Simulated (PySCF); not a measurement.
BClH2Se, SMILES ClB[SeH]. Coordinates come from a B3LYP-D3(BJ)/def2-TZVP optimisation. Other conformers were not sampled.

TDDFT-B3LYP/def2-SVPD in PySCF puts the lowest singlet excitations at 5.37, 5.42, 5.89, 6.75, 6.96, 6.98 eV.

What are the lowest excitation roots from ADC(2)/aug-cc-pVDZ (PySCF)? (An estimate is asked for; the answer gives what the named calculation found.)

5.43, 5.76, 6.16, 6.96, 7.48, 7.65 eV. S1 differs by 0.06 eV (second minus first; roots are paired by order, and the bases may differ).
